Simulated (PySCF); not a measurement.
Spin–spin coupling constants

Bonds (- single, = double, # triple, : aromatic): C1-O2, O2-C3, C3:C4, C4:C5, C5:C6, C6-C7, C7=O8, C7-F9, C6:C10, C10:C11, C11:C3. C1 carries H12, H13, H14; C4 carries H15; C5 carries H16; C10 carries H17; C11 carries H18.

Couplings: B3LYP/pcJ-1 (spin–dipole term only in couplings to heteroatoms) in PySCF 2.14, geometry PBE0-D3(BJ)/def2-SVP; gas phase, one conformer, non-relativistic. Couplings are averaged over pairs made equivalent by symmetry, fast rotation or ring inversion, so a value needn't be that of the named pair in this geometry, while other rotamers aren't included; one pair stands for each set, and the list holds those of at least 0.8 Hz over up to four bonds, among pairs with at least one F or H atom (others weren't computed). One-bond C–F couplings come out tens of Hz too large with common functionals.

Isotopes: ¹³C, ¹⁹F, ¹H, ¹⁷O. Couplings to quadrupolar nuclei such as 17O and 33S are rarely resolved in practice.

```
    pair  bonds  J (Hz)
 C1, H12      1   149.7
 C4, H15      1   170.1
 C5, H16      1   172.2
  C7, F9      1       ?
 O2, H12      2       ?
 C3, H15      2    -1.8
 C4, H16      2       ?
  C6, F9      2    64.7
  O8, F9      2    59.0
H12, H13      2       ?
 O2, H15      3    -2.3
 C3, H12      3     4.7
 C3, H16      3    10.0
 C4, H18      3       ?
  C5, F9      3       ?
 C5, H17      3     7.1
 C6, H15      3       ?
 C7, H16      3     4.8
H15, H16      3     9.9
  C4, F9      4     1.5
 C4, H17      4    -1.3
 C5, H18      4    -0.8
 C7, H15      4     0.9
H15, H18      4     2.4
H16, H17      4       ?
```

Question: Estimate the withheld couplings, with signs.

Answer: 
- ¹J(C7,F9) = -401.4 Hz (bond length 1.345 Å)
- ²J(O2,H12) = -6.5 Hz (mean over equivalent pairs that range from -15.4 to -2.0 Hz in this conformer)
- ²J(C4,H16) = 1.8 Hz (angle at C5 120°)
- ²J(H12,H13) = -11.8 Hz (mean over equivalent pairs that range from -12.7 to -9.8 Hz in this conformer)
- ³J(C4,H18) = 5.0 Hz (dihedral angle 180°)
- ³J(C5,F9) = 4.4 Hz (mean over equivalent pairs that range from -1.2 to 10.1 Hz in this conformer)
- ³J(C6,H15) = 8.0 Hz (dihedral angle 180°)
- ⁴J(H16,H17) = 2.0 Hz
